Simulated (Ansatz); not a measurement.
ClH4O2ScSi, SMILES `[OH][Sc]([Cl])[O][SiH3]`. Charge 0, multiplicity 1. Geometry: relaxed with PBE0-D4/def2-TZVP. It is one conformer, not always the lowest.

```xyz
9

O    -2.588   -0.017   -1.084
Sc   -0.996    0.887   -0.870
Cl   -0.665    2.987   -1.791
O     0.383    0.086    0.116
Si    1.539   -0.669    0.988
H    -3.377   -0.547   -1.148
H     1.823   -2.010    0.408
H     2.795    0.127    0.985
H     1.086   -0.843    2.395
```

What is the dipole moment at ωB97M-V/def2-TZVPP? (An estimate is asked.)

Ansatz gave: 2.84 D, with components (-1.58, -2.30, 0.50) D in this frame, pointing from negative to positive charge.

And with PBE, r2SCAN, B3LYP? (An estimate is asked.)

Computed: PBE 2.81 D, r2SCAN 2.86 D, B3LYP 2.82 D.

Give the Mulliken charges with ωB97M-V, B3LYP, PBE in def2-TZVPP. (Best estimate.)

Computed: 
| atom | ωB97M-V | B3LYP | PBE |
| --- | --- | --- | --- |
| O1 | -0.50 | -0.54 | -0.49 |
| Sc2 | 1.02 | 1.10 | 0.97 |
| Cl3 | -0.27 | -0.31 | -0.29 |
| O4 | -0.56 | -0.58 | -0.49 |
| Si5 | 0.28 | 0.37 | 0.31 |
| H6 | 0.18 | 0.19 | 0.20 |
| H7 | -0.05 | -0.08 | -0.07 |
| H8 | -0.04 | -0.07 | -0.06 |
| H9 | -0.05 | -0.08 | -0.07 |

B3LYP here is the variant with VWN-RPA as its local correlation; programs differ in this.
